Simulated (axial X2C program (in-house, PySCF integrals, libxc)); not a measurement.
## CaAu⁺: from the spin-free to the two-component result

All values were computed with an axial X2C code built on PySCF integrals. Spin-free means the one-electron spin-free X2C Hamiltonian; two-component (2c) means X2C with spin–orbit coupling and atomic mean-field two-electron Coulomb and Gaunt terms, so the difference of the two also holds small scalar two-electron terms. Basis: Au dyall-cv3z [13s14p9d6f4g], Ca dyall-cv3z [11s12p6d4f] (cores contracted in-house); Gaussian nuclei, density fitting, unrestricted open shells. Masses: Au 196.967 u, Ca 39.963 u.

Spin-free state: M_S = 0, Λ = 0 (closed shell); fragments Au + Ca+.

| level | Re (Å) | ωe (cm⁻¹) | De (eV) | μ (D) |
| --- | --- | --- | --- | --- |
| PBE0 | 2.521 | 256.6 | 2.767 | 12.38 |
| HF | 2.725 | 205.1 | 1.137 | 12.88 |
| MP2 | 2.557 | 265.8 | 2.643 | n/a |
| TPSS | 2.494 | 268.1 | 3.275 | 12.13 |

Correlated methods: 12 electrons correlated (number of frozen shells: Au 5 s, 4 p, 2 d, 1 f; Ca 3 s, 2 p), 342 virtual spin orbitals or spinors in MP2.

Dipoles are positive if Ca is the positive end and refer to the centre of mass.

Two-component determinant lowest at the distance of the search:

Ω = 0 (closed shell); fragments Au + Ca+.

```csv
level,Re (Å),ωe (cm⁻¹),De (eV),μ (D)
PBE0,2.520,257.7,2.798,12.36
HF,2.720,207.0,1.160,12.90
MP2,2.556,266.7,2.672,n/a
TPSS,2.495,268.3,3.309,12.10
```

Question: From the two tables, how do the constants change at the MP2 level (2c against spin-free)?

Answer: At the MP2 level Re goes down by 0.001 Å and ωe rises by 0.9 cm⁻¹; De changes by 0.029 eV.

The state is a single determinant with fixed occupations, the lowest that a limited PBE0 search found. The closed shell is kept restricted, so the energy runs too high when the bond is stretched far. De is counted from the lowest determinant-based energies of the atoms at the same level, without counterpoise correction. The outer-core s and p shells of the metal are frozen in the correlated rows, which leaves out core–valence correlation; for alkali and alkaline-earth bonds that tends to lengthen them. With the outer-core shells frozen, correlated bond lengths of heavy atoms tend to come out a few hundredths of an ångström too long.
